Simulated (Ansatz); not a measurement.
Al8As7H22⁻, a nanocrystal cut from wurtzite AlAs (hydrogen-capped), 37 atoms. Hardware: 2 threads of AMD EPYC 7R13 on a shared host and a share (18 GiB) of an NVIDIA H100 80GB HBM3.

Correlated methods freeze 103 core orbitals; core or outer-core shells of As are correlated, in sets that lack core-valence functions. Single mean-field runs in def2-SVP, def2-TZVP are fitted with def2-universal-jkfit.

Problem. How many basis functions does each of these Ansatz runs have, and roughly what does it cost? MP2/def2-SVP, charge -1 singlet, energy, from earlier orbitals; PBE-D4/def2-TZVP, charge 0 doublet at the geometry of the charge -1 singlet, energy, from earlier orbitals; r2SCAN-D4/def2-TZVP, charge -1 singlet, energy and forces, from earlier orbitals; PBE-D4/def2-TZVP, charge -1 singlet, energy and forces, from earlier orbitals; PBE0-D4/def2-TZVP, charge 0 doublet, energy, from earlier orbitals; PBE-D4/def2-SVP, charge -1 singlet, energy, from earlier orbitals; PBE0-D4/def2-SVP, charge -1 singlet, energy, from earlier orbitals; revPBE-D4/def2-TZVP, charge 0 doublet at the geometry of the charge -1 singlet, energy, from earlier orbitals; PBE-D4/def2-TZVP, charge 0 doublet, energy, from earlier orbitals; RPA@PBE/def2-SVP, charge -1 singlet, energy, from earlier orbitals; PBE0-D4/def2-TZVP, charge -1 triplet at the geometry of the charge -1 singlet, energy; HF/STO-3G, charge -1 singlet, energy.

Solution. Other jobs shared the machine, so times can vary by a factor of up to 3. A dash marks memory too small to be measured apart from the calling script's.

```tsv
run	functions	fitting or Cholesky vectors	wall time	peak host memory (GiB)
HF/STO-3G, charge -1 singlet, energy	220	2359	2.8 s	–
PBE0-D4/def2-SVP, charge -1 singlet, energy, from earlier orbitals	478	3282	6 s	–
PBE-D4/def2-SVP, charge -1 singlet, energy, from earlier orbitals	478	3282	7 s	–
MP2/def2-SVP, charge -1 singlet, energy, from earlier orbitals	478	4617	8 s	–
PBE-D4/def2-TZVP, charge 0 doublet, energy, from earlier orbitals	764	3282	10 s	1.3
PBE0-D4/def2-TZVP, charge 0 doublet, energy, from earlier orbitals	764	3282	13 s	1.3
RPA@PBE/def2-SVP, charge -1 singlet, energy, from earlier orbitals	478	4617	16 s	2.9
revPBE-D4/def2-TZVP, charge 0 doublet at the geometry of the charge -1 singlet, energy, from earlier orbitals	764	3282	16 s	1.4
PBE-D4/def2-TZVP, charge -1 singlet, energy and forces, from earlier orbitals	764	3282	17 s	–
r2SCAN-D4/def2-TZVP, charge -1 singlet, energy and forces, from earlier orbitals	764	3282	26 s	–
PBE0-D4/def2-TZVP, charge -1 triplet at the geometry of the charge -1 singlet, energy	764	3282	40 s	1.5
PBE-D4/def2-TZVP, charge 0 doublet at the geometry of the charge -1 singlet, energy, from earlier orbitals	764	3282	52 s	6.3
```
